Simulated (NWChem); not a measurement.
# Basis-set convergence for HAlF$_{2}$O

SMILES: [OH][Al]([F])[F]
```xyz
5

Al    -0.0116    -0.0073     0.0000
F      0.9028    -1.3857     0.0000
F     -1.6549    -0.1603     0.0000
O      0.6646     1.5333     0.0000
H      1.6025     1.7424     0.0000
```
Charge 0, spin multiplicity 1.

The numbers come from NWChem runs, not from measurements. All single points use one geometry, from B3LYP/def2-SVP, a minimum by its harmonic frequencies. It is one conformer; others weren't searched.

Quantity: dipole moment at the level PBE.

The Pople sets run with spherical d functions. The structure started from a generated list of species.

```tsv
basis	functions	dipole moment (D)
3-21G	42	?
def2-SVP	65	?
6-311G**	86	2.18
aug-pcseg-1	105	1.98
aug-cc-pVDZ	105	2.00
pcseg-2	138	?
cc-pVTZ	138	2.02
def2-TZVPP	149	2.01
def2-TZVPD	172	1.98
aug-cc-pVTZ	211	1.98
```

Fill in the missing entries.


- 3-21G, dipole moment (D): 2.36
- def2-SVP, dipole moment (D): 2.13
- pcseg-2, dipole moment (D): 2.08
